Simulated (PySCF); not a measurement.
Computed magnetic data of one metal complex (SC-NEVPT2 in the d shell, PySCF, with spin-orbit coupling):

```json
{"T / K": "2", "χT / cm³ K mol⁻¹": "0.880", "μeff / μB": "2.65"}
{"T / K": "5", "χT / cm³ K mol⁻¹": "0.880", "μeff / μB": "2.65"}
{"T / K": "10", "χT / cm³ K mol⁻¹": "0.880", "μeff / μB": "2.65"}
{"T / K": "20", "χT / cm³ K mol⁻¹": "0.881", "μeff / μB": "2.65"}
{"T / K": "30", "χT / cm³ K mol⁻¹": "0.882", "μeff / μB": "2.66"}
{"T / K": "50", "χT / cm³ K mol⁻¹": "0.883", "μeff / μB": "2.66"}
{"T / K": "75", "χT / cm³ K mol⁻¹": "0.885", "μeff / μB": "2.66"}
{"T / K": "100", "χT / cm³ K mol⁻¹": "0.887", "μeff / μB": "2.66"}
{"T / K": "150", "χT / cm³ K mol⁻¹": "0.891", "μeff / μB": "2.67"}
{"T / K": "200", "χT / cm³ K mol⁻¹": "0.895", "μeff / μB": "2.67"}
{"T / K": "250", "χT / cm³ K mol⁻¹": "0.899", "μeff / μB": "2.68"}
{"T / K": "300", "χT / cm³ K mol⁻¹": "0.903", "μeff / μB": "2.69"}
```

Powder magnetisation at 2 K: 0.39 μB at 0.5 T, 0.74 μB at 1 T, 1.26 μB at 2 T, 1.56 μB at 3 T, 1.79 μB at 5 T, 1.85 μB at 7 T.

Q: Which of these complexes, all computed at model or optimised geometries, gave the data?
A. Ti(CH3)2 (d2, irregular)
B. Ni(SH)2 (d8, linear)
C. MoBr4 (d2, tetrahedral)
D. [Ti(H2O)5]2+ (d2, square pyramidal)

A: C. MoBr4 (d2, tetrahedral) has NEVPT2: 2S+1 = 3, 2.69 μB at 300 K, 2.65 μB at 10 K, 1.85 μB at 7 T. The others: Ni(SH)2 (d8, linear) has NEVPT2: 2S+1 = 3, 4.31 μB at 300 K, 1.67 μB at 10 K, 0.43 μB at 7 T; [Ti(H2O)5]2+ (d2, square pyramidal) has NEVPT2: 2S+1 = 3, 2.87 μB at 300 K, 2.61 μB at 10 K, 1.59 μB at 7 T; Ti(CH3)2 (d2, irregular) has NEVPT2: 2S+1 = 3, 2.95 μB at 300 K, 2.27 μB at 10 K, 1.28 μB at 7 T.

The d shell alone is too small an active space for MoBr4 (an active orbital has only 0.63 squared overlap with the free ion's shell): its levels, fitted parameters, g values and moments show what this model gives and aren't sound predictions.

The d shell alone is too small an active space for Ti(CH3)2 (an active orbital has only 0.68 squared overlap with the free ion's shell): its levels, fitted parameters, g values and moments show what this model gives and aren't sound predictions.
